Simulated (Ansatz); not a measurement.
Ansatz results at the PBE0-D4/def2-TZVP geometry: size of the dipole moment (PBE/def2-TZVPP) 2.01 D; HOMO–LUMO gap (ωB97M-V/def2-TZVPP) 9.11 eV; LUMO energy (B3LYP/def2-TZVPP) -2.12 eV.

Each molecule was computed in one conformer, which needn't be the lowest.

Which molecule gave them?
A. `[OH][Sc]([Cl])[Cl]`
B. `[NH2][Sc]([OH])[O][SiH3]`
C. `[CH3][Sc]([NH2])[F]`
D. `C[O][Sc]([Cl])[Cl]`

C. The others give `[NH2][Sc]([OH])[O][SiH3]`: 1.63, 9.38, -1.90; `C[O][Sc]([Cl])[Cl]`: 3.43, 10.02, -2.89; `[OH][Sc]([Cl])[Cl]`: 3.01, 10.20, -3.01.

B3LYP here is the variant with VWN-RPA as its local correlation; programs differ in this.
